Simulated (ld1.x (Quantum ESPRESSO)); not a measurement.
## Building the RRKJ potential for tin (PBEsol, scalar-relativistic).

* Element: tin (Sn)
* Generator: ld1.x (Quantum ESPRESSO) 7.5
* Type: norm-conserving RRKJ (Kleinman–Bylander form)
* Functional: PBEsol
* Relativity: scalar-relativistic
* Frozen core: [Kr] 4d10
* Valence charge: 4
* Reference configuration: 5s2 5p2
* Partial waves: 5p (bound): rc 2.70 bohr; 5s (bound): rc 1.85 bohr
* Local potential: the s channel
* Core correction: Bessel-smoothed model core inside 1.70 bohr
* rho0: 0.005

- Cutoffs needed: 21 Ry and 40 Ry (the cutoffs (Ry, on a coarse ladder) from which the occupation-weighted sum of valence levels, in a spherical-Bessel basis at the reference potential, stays within 10 and 1 mRy of its value at 400 Ry)
- Ghost test: no extra level below or beside the all-electron valence levels (p, s, d, f tested) (spherical-Bessel basis up to 400 Ry, 20 bohr box)
- Largest excitation error: -330 meV (all-electron minus pseudo) for 5s1 5p0, out of 7 test configurations
